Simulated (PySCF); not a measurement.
Compound: C5H7NSi.
Structure used (GFN2-xTB), in Å, numbered top down from 1:
```xyz
14
C5H7NSi angstrom
N      3.3052    1.9082   -1.0455
C      2.9673    1.0254   -0.4037
C      2.5263   -0.0914    0.4003
C      1.1308   -0.3858    0.1062
C     -0.0147   -0.6150   -0.1633
C     -1.3950   -0.8968   -0.4622
Si    -2.5700    0.4365    0.2504
H      2.6455    0.1646    1.4595
H      3.1543   -0.9605    0.1720
H     -1.6506   -1.8776   -0.0540
H     -1.5127   -0.9543   -1.5469
H     -2.4486    0.4428    1.7088
H     -2.2088    1.7409   -0.2992
H     -3.9300    0.0626   -0.1446
```

Computed at PBE0/pcSseg-1 (PySCF, non-relativistic), with Q(14N) = 0.02044 b: N1, 14N (I = 1): χzz = -4.647 MHz, η = 0.011.

(1) Where would the pure quadrupole (NQR) lines of 14N at N1 fall for the rigid, isolated species?

Results:

(1) From ν± = (3/4)|χ|(1 ± η/3) and ν0 = |χ|η/2: ν+ 3.498 MHz, ν− 3.472 MHz, ν0 0.025 MHz (nitrile nitrogen).

In a crystal, neighbours and librations shift these lines. GFN2-xTB bond lengths can be off by several hundredths of an ångström, more for odd bonds, and the gradients follow them. With a basis this small, the couplings can be 20 % off.
